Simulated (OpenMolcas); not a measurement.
## Pd2+ in CaO: curves along the breathing mode

Pd2+ with its 6 nearest oxide ions, on the Ca site of CaO (a = 4.8105 Å, distance in the model lattice 2.405 Å). The rest of the host is ab initio model potentials to 7.6 Å, with orthogonalisation functions on the cations behind the ligands, and point charges beyond; the distance is set by hand and nothing relaxes. Ligand basis ANO-RCC-VDZP.

| Quantity | Value |
| --- | --- |
| Program | OpenMolcas 26.06 |
| Method | SS-CASPT2, IPEA 0.25 Eh, imaginary shift 0.1 Eh (closed shells correlated: 4s 4p and the ligand valence shells) |
| Basis | ANO-RCC-VDZP [6s5p3d1f] |
| Scalar Hamiltonian | DKH2, point nucleus |
| Active space | 8 electrons in 5 orbitals (4d) |
| State averaging | 2S+1 = 3 even, 10 roots; 2S+1 = 1 even, 15 roots |
| Spin-orbit coupling | state interaction with AMFI integrals over the reference wave functions |

Spin-free energies (labels of O, the rotations of Oh) in cm-1 above the lowest fitted minimum, as all ligands move together:

| R (Å) | 3A2 | 1E | 1A1 | 3T2 | 3T1 | 1T2 | 1T1 |
| --- | --- | --- | --- | --- | --- | --- | --- |
| 2.146 | 11240 | 18840 | 27150 | 31360 | 37760 | 39290 | 42510 |
| 2.197 | 5240 | 12560 | 20710 | 24200 | 30470 | 31920 | 35090 |
| 2.247 | 1670 | 8670 | 16610 | 19750 | 25850 | 26900 | 30370 |
| 2.298 | 110 | 6620 | 14400 | 17520 | 23420 | 24430 | 27660 |
| 2.348 | 420 | 6440 | 13940 | 17340 | 23040 | 23830 | 26890 |
| 2.399 | 2450 | 7910 | 15030 | 19100 | 24570 | 25140 | 27900 |
| 2.449 | 6010 | 10720 | 17520 | 22580 | 27970 | 27980 | 30750 |

Cubic fits give the following; the wavenumber is harmonic, with the mass of all moving ligands, small differences in it between states hang on the degree of the fit, a number in brackets counts states of one label, and the table is a selection of at most 14 states with clean curves.

| State | R0 (Å) | Breathing mode (cm-1) | Minimum (cm-1) |
| --- | --- | --- | --- |
| 3A2 | 2.313 | 503 | 0 |
| 1E | 2.328 | 482 | 6320 |
| 1A1 | 2.337 | 471 | 13890 |
| 3T2 | 2.326 | 523 | 17170 |
| 3T1 | 2.332 | 523 | 22920 |
| 1T2 | 2.337 | 508 | 23800 |
| 1T1 | 2.342 | 504 | 26870 |
| 3T1(2) | 2.340 | 536 | 36600 |
| 1E(2) | 2.345 | 529 | 43530 |
| 1T2(2) | 2.345 | 531 | 43590 |
| 1A1(2) | 2.356 | 517 | 55220 |

The minimum of 3T2 is shifted by +0.0128 Å against 3A2 (from the unrounded fits). With M = 96.0 u for the moving shell, the Huang-Rhys factor in this mode is S = M ω ΔR² / 2ħ = 0.01483 × 96.0 × 503 × 0.0128² = 0.12. Only the first shell moves, against a rigid host.

Roots that are degenerate in the reference are averaged as groups; the widest CASPT2 spread within a group is 420 cm-1 (the 3-fold group of multiplicity 1 near 25200 cm-1 above the lowest state of its run, R = 2.247). Shifts and gaps below about the spread of the groups concerned are not significant. Over all roots computed the reference weight is 0.68 to 0.70 in R = 2.146, 0.68 to 0.70 in R = 2.197, 0.67 to 0.69 in R = 2.247, 0.67 to 0.69 in R = 2.298, 0.66 to 0.69 in R = 2.348, 0.66 to 0.69 in R = 2.399, 0.66 to 0.69 in R = 2.449; a low but even weight reflects the number of correlated electrons. Real 4d8 and 5d8 ions are as a rule square planar and diamagnetic. Ligand-to-metal charge-transfer states are missing. With no ligand orbital active B as a rule stays too high, so bands that hang on it stand too high and its fall with covalency is understated. With one d shell and no ligand orbital active, 10Dq can be off by a tenth or more. The least metal-like active orbital is 82 % on the metal (Löwdin) and no ligand orbital is active, so the numbers are rough (holds for R = 2.146; R = 2.197; R = 2.247; R = 2.298; R = 2.348; R = 2.399). The least metal-like active orbital is 81 % on the metal (Löwdin) and no ligand orbital is active, so the numbers are rough (holds for R = 2.449). No measured value stands beside these numbers.
